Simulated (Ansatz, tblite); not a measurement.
Spin states of the cluster HfS2⁺ (the lowest doublet isomer of a short search), each relaxed with PBE-D4/def2-TZVP in Ansatz. Electronic energies in the gas phase.

In the def2 sets Hf takes a core potential; there is no spin–orbit coupling. The xTB rows come from tblite. LC-ωPBE has ω = 0.4 bohr⁻¹. B3LYP takes the VWN-RPA correlation. Correlated methods freeze 10 core orbitals; core or outer-core shells of Hf are correlated, in sets that lack core-valence functions. In CCSD on the charge 1 quartet the largest single amplitude is 0.29, so its Hartree–Fock determinant may place the open shell otherwise than the density functionals do. The structure comes from a short search, and lower isomers may exist.

Doublet geometry (C2v within 0.1 Å):

Cartesian coordinates in Å:
```
Hf -0.071 -1.031 -0.208
S 1.584 0.463 -0.166
S -1.513 0.568 0.374
```

Quartet geometry (C2v within 0.1 Å):

| atom | x (Å) | y (Å) | z (Å) |
| --- | --- | --- | --- |
| Hf1 | -0.341 | -0.125 | 1.184 |
| S2 | 0.880 | 1.216 | -0.266 |
| S3 | -0.539 | -1.092 | -0.918 |

Run but left out: HF/def2-TZVP, HF/def2-TZVPP (quartet: a determinant that CCSD turns far, T1 0.055); MP2/def2-TZVP, MP2/def2-TZVPP (doublet: ⟨S²⟩ 1.00, where a pure state has 0.75).

Only these spin states were relaxed.

```csv
level,quartet − doublet (kcal/mol),lowest of these,remarks
GFN2-xTB,41.3,doublet,–
revPBE-D4/def2-TZVP,38.9,doublet,–
r2SCAN-D4/def2-TZVP,38.1,doublet,–
B3LYP-D4/def2-TZVP,38.5,doublet,–
PBE0-D4/def2-TZVP,39.5,doublet,–
LC-ωPBE/def2-TZVP,39.4,doublet,spin-contaminated (⟨S²⟩ 0.83) (doublet)
PBE-QIDH/def2-TZVP,44.9,doublet,spin-contaminated (⟨S²⟩ 0.87) (doublet)
CCSD(T)/def2-TZVPP,43.3,doublet,"large T1 (0.055) (quartet), spin-contaminated (⟨S²⟩ 1.00) (doublet)"
```

```csv
state,donor atoms,mean metal–ligand distance (Å),range (Å),Mulliken spin on the metal (PBE0)
doublet,2,2.230,2.23–2.23,-0.22
quartet,2,2.323,2.32–2.32,0.96
```

⟨S²⟩ at PBE0-D4/def2-TZVP: doublet 0.78 (pure 0.75), quartet 3.78 (pure 3.75). The unpaired electrons of the doublet sit mostly on the ligands.

The xTB methods have no spin-polarisation term.
